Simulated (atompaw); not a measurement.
**tin (Sn): one change to a PAW (atompaw) potential, before and after**

* Element: tin (Sn)
* Generator: atompaw 4.2.0.5
* Type: PAW
* Functional: PBE
* Relativity: scalar-relativistic
* Frozen core: [Kr] 4d10
* Valence charge: 4
* Reference configuration: 5s2 5p0.5 (charge +1.5)
* Partial waves: 5s (bound): rc 2.15 bohr; 5s channel at -1.3 Ry: rc 2.15 bohr; 5p (bound): rc 2.15 bohr; 5p channel at 4.2 Ry: rc 2.15 bohr; 5d channel at 0.35 Ry: rc 1.90 bohr; 5d channel at 1.8 Ry: rc 2.15 bohr
* Local potential: troulliermartins scheme with l = 3 at 0 Ry, radius 1.90 bohr
* Core correction: smooth core density matched at 1.55 bohr
* Augmentation charge: besselshape compensation charge, radius 1.80 bohr; PAW radius 2.15 bohr; waves and projectors: custom rrkj gramschmidtortho

Change: local potential bessel scheme, radius 1.90 bohr.

Cutoffs: the cutoffs (Ry, on a coarse ladder) from which the occupation-weighted sum of valence levels, in a spherical-Bessel basis at the reference potential, stays within 10 and 1 mRy of its value at 400 Ry; they do not see the model core or the augmentation charge, which bear on the density cutoff.

Task: What does the change do?

Result: The potential gets softer (6 Ry and 15 Ry → 6 Ry and 10 Ry); the bound ghosts move from d, s to d; the range in which the s phases agree narrows (upper end 4.9 → 3.9); the range in which the p phases agree widens (upper end 0.9 → at the end of the scan). A state that the projectors do not describe sees the local part alone, so a deeper or shallower local part can create or remove a ghost.

```tsv
quantity	base	changed
cutoff, loose	6 Ry	6 Ry
cutoff, tight	15 Ry	10 Ry
bound ghosts	s, d	d
s: phases at 2.16 bohr within 0.05 rad from the reference energy up to (Ry; the scan ends near 5)	4.9	3.9
p: phases at 2.16 bohr within 0.05 rad from the reference energy up to (Ry; the scan ends near 5)	0.9	to the end of the scan
d: phases at 2.16 bohr within 0.05 rad from the reference energy up to (Ry; the scan ends near 5)	to the end of the scan	to the end of the scan
lowest overlap eigenvalue by channel	s 0.23, p 0.63, d 0.32	s 0.39, p 0.69, d 0.35
```

 A true bound ghost makes a file unfit for plane-wave use even where its test errors are small: the radial tests pick states by their node count and pass the ghost by. The cutoffs see the waves, projectors and local potential, not the compensation charge or the core.
